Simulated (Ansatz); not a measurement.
CHAgO⁺, that is Ag(CO)H with one electron fewer. The state is a doublet with charge 1. Geometry PBE0-D4/def2-TZVP, that of the neutral singlet.

| atom | x (Å) | y (Å) | z (Å) |
| --- | --- | --- | --- |
| Ag1 | -0.491 | 0.453 | 0.599 |
| C2 | 0.633 | -0.583 | -0.771 |
| O3 | 1.244 | -1.149 | -1.521 |
| H4 | -1.386 | 1.279 | 1.693 |

In the def2 sets Ag takes a core potential; there is no spin–orbit coupling.

(1) Estimate the α-spin orbital energies around the gap (eV) in Ansatz with PBE-D4/def2-TZVP, r2SCAN-D4/def2-TZVP, PBE0-D4/def2-TZVP.

## Answers

(1) 
```csv
orbital,PBE-D4/def2-TZVP,r2SCAN-D4/def2-TZVP,PBE0-D4/def2-TZVP
HOMO−5,-16.06,-16.40,-17.75
HOMO−4,-16.06,-16.29,-17.75
HOMO−3,-15.95,-16.29,-17.57
HOMO−2,-15.72,-16.01,-17.50
HOMO−1,-15.72,-16.01,-17.50
HOMO,-13.82,-14.12,-15.12
LUMO,-8.73,-8.47,-7.57
LUMO+1,-8.73,-8.47,-7.57
LUMO+2,-6.31,-5.97,-5.28
LUMO+3,-5.54,-5.05,-4.57
LUMO+4,-5.54,-5.05,-4.57
LUMO+5,-3.50,-2.71,-2.83
β HOMO,-15.23,-15.43,-16.51
β LUMO,-12.58,-12.22,-11.29
```
